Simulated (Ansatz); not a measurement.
`[F][Mg][Cl]` + CH₃OH → `C[O][Mg][Cl]` + H–F at 600 K and 1 bar (ligand exchange at a Mg–F bond).

Calculated with Ansatz (gas phase, PBE0-D4/def2-TZVP geometries, no zero-point term in ΔE). CCSD(T)/CBS is the MP2 limit (def2-TZVPP, def2-QZVPP) plus CCSD(T) − MP2 in def2-TZVPP, frozen cores. This one scheme is used for every species. For Mg outer-core shells are correlated without core-valence functions, which leaves a few kJ/mol of doubt a bond. Each species was taken in one conformer, which may not be the lowest.

```
       species  CCSD(T)/CBS energy (Eh)  H − E (kJ/mol)  S (J/(mol·K))
 `[F][Mg][Cl]`               -759.61026            39.3          305.3
         CH₃OH               -115.61712           163.6          277.3
`C[O][Mg][Cl]`               -774.81100           158.3          386.0
           H–F               -100.39570            42.3          194.0
```

H − E and S are ideal-gas, rigid-rotor, harmonic terms from PBE0-D4/def2-TZVP, for one conformer and one mirror image of each species. 1 Eh = 2625.50 kJ/mol, R = 8.31446 J/(mol·K).

Problem. By hand: ΔE, ΔH, ΔS and ΔG.

Solution. ΔE = (-774.81100) + (-100.39570) − (-759.61026) − (-115.61712) = 0.02068 Eh = 54.3 kJ/mol. Δ(H − E) = 158.3 + 42.3 − 39.3 − 163.6 = -2.3, so ΔH = 52.0 kJ/mol. ΔS = 386.0 + 194.0 − 305.3 − 277.3 = -2.6 J/(mol·K). ΔG = 52.0 − 600 × (-2.6)/1000 = 53.6 kJ/mol.

Problem. By hand: the equilibrium constant, and the temperature at which ΔG would vanish if ΔH and ΔS stayed fixed.

Solution. log₁₀ K = −ΔG/(RT ln 10) = -4.7. ΔH and −TΔS have one sign here, so there is no such temperature. One of them is within its doubt of zero, so this could turn.

The number of gas molecules stays the same, so ΔS is small and ΔH decides. A doubt of 5 kJ/mol in ΔE shifts log₁₀ K by 0.4 here. Other conformers and mirror images would add mixing entropy, several J/(mol·K) or more a flexible species. These are equilibria of isolated gas molecules and say nothing of rates. Largest T1 diagnostic: 0.010 (customary marks: 0.02 for closed shells, 0.045 for open ones).
